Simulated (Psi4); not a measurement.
C4H6Br2 (SMILES C=CCC(Br)Br), singlet, geometry from GFN2-xTB; Psi4 with HF/STO-3G.

The Psi4 input:
```
memory 2 GB

molecule {
0 1
C    -3.55591792   -0.24958198    0.87760740
C    -2.47733547   -0.69158665    0.26002035
C    -1.50803802    0.19746133   -0.46020920
C    -0.18609812    0.25972880    0.28308358
Br    0.70435651   -1.47999875    0.32462954
Br    1.01579967    1.57045710   -0.54230377
H    -4.22915201   -0.91609810    1.38768900
H    -3.81906608    0.79589137    0.88840393
H    -2.23314389   -1.74529365    0.26036161
H    -1.90961772    1.21242985   -0.52817251
H    -1.33767639   -0.17543237   -1.47468066
H    -0.31247302    0.56633160    1.32198366
}

set {
  basis sto-3g
}

energy('scf')
print_variables()
```

**Question.** Predict the main parts of the log of this Psi4 run.

**Answer.** 
```
   => Loading Basis Set <=

    Name: STO-3G
    Role: ORBITAL
    Keyword: BASIS

         ---------------------------------------------------------
                                   SCF
               by Justin Turney, Rob Parrish, Andy Simmonett
                          and Daniel G. A. Smith
                              RHF Reference
         ---------------------------------------------------------

  ==> Geometry <==

    Molecular point group: c1
    Full point group: C1

    Geometry (in Angstrom), charge = 0, multiplicity = 1:

       Center              X                  Y                   Z               Mass
    ------------   -----------------  -----------------  -----------------  -----------------
         C           -3.693133598336    -0.254617092096     0.895458509354    12.000000000000
         C           -2.614551148336    -0.696621762096     0.277871459354    12.000000000000
         C           -1.645253698336     0.192426217904    -0.442358090646    12.000000000000
         C           -0.323313798336     0.254693687904     0.300934689354    12.000000000000
         BR           0.567140831664    -1.485033862096     0.342480649354    78.918337600000
         BR           0.878583991664     1.565421987904    -0.524452660646    78.918337600000
         H           -4.366367688336    -0.921133212096     1.405540109354     1.007825032230
         H           -3.956281758336     0.790856257904     0.906255039354     1.007825032230
         H           -2.370359568336    -1.750328762096     0.278212719354     1.007825032230
         H           -2.046833398336     1.207394737904    -0.510321400646     1.007825032230
         H           -1.474892068336    -0.180467482096    -1.456829550646     1.007825032230
         H           -0.449688698336     0.561296487904     1.339834769354     1.007825032230

  Running in c1 symmetry.

  Rotational constants: A =      0.04955  B =      0.03246  C =      0.02022 [cm^-1]
  Rotational constants: A =   1485.53766  B =    973.03986  C =    606.08069 [MHz]
  Nuclear repulsion =  666.440893512656544

  Charge       = 0
  Multiplicity = 1
  Electrons    = 100
  Nalpha       = 50
  Nbeta        = 50

  ==> Algorithm <==

  SCF Algorithm Type is DF.
  DIIS enabled.
  MOM disabled.
  Fractional occupation disabled.
  Guess Type is SAD.
  Energy threshold   = 1.00e-06
  Density threshold  = 1.00e-06
  Integral threshold = 1.00e-12

  ==> Primary Basis <==

  Basis Set: STO-3G
    Blend: STO-3G
[...]

                           Total Energy        Delta E     RMS |[F,P]|

   @DF-RHF iter SAD: -5236.59282390002500   -5.23659e+03   0.00000e+00
   @DF-RHF iter   1: -5242.19218147249921   -5.59936e+00   8.06858e-03 ADIIS/DIIS
   @DF-RHF iter   2: -5242.36147267124488   -1.69291e-01   4.36075e-03 ADIIS/DIIS
   @DF-RHF iter   3: -5242.40881951991742   -4.73468e-02   4.03390e-04 ADIIS/DIIS
   @DF-RHF iter   4: -5242.40962673571175   -8.07216e-04   1.22579e-04 ADIIS/DIIS
   @DF-RHF iter   5: -5242.40967904909940   -5.23134e-05   3.79491e-05 DIIS
   @DF-RHF iter   6: -5242.40968441785208   -5.36875e-06   7.45327e-06 DIIS
   @DF-RHF iter   7: -5242.40968475542650   -3.37574e-07   1.59821e-06 DIIS
   @DF-RHF iter   8: -5242.40968476788385   -1.24573e-08   4.81624e-07 DIIS
  Energy and wave function converged.

  ==> Post-Iterations <==

    Orbital Energies [Eh]
    ---------------------

    Doubly Occupied:

[...]
    Virtual:

[...]
    Final Occupation by Irrep:
              A
    DOCC [    50 ]
    NA   [    50 ]
    NB   [    50 ]

  @DF-RHF Final Energy: -5242.40968476788385

   => Energetics <=

    Nuclear Repulsion Energy =            666.4408935126565439
    One-Electron Energy =               -8660.0822496667842643
    Two-Electron Energy =                2751.2316713862437609
    Total Energy =                      -5242.4096847678838458

Computation Completed

Properties will be evaluated at   0.000000,   0.000000,   0.000000 [a0]

Properties computed using the SCF density matrix

 Multipole Moments:

 ------------------------------------------------------------------------------------
     Multipole            Electronic (a.u.)      Nuclear  (a.u.)        Total (a.u.)
 ------------------------------------------------------------------------------------

 L = 1.  Multiply by 2.5417464519 to convert [e a0] to [Debye]
 Dipole X            :         25.1856964          -25.9300052           -0.7443088
 Dipole Y            :          1.0621925           -0.9514984            0.1106941
 Dipole Z            :         -3.1676473            3.3733703            0.2057230
 Magnitude           :                                                    0.7801095

 ------------------------------------------------------------------------------------

  Variable Map:
  ----------------------------------------------------------------------------
[...]
  Array Variable Map:
  ----------------------------------------------------------------------------
[...]
[...]
```
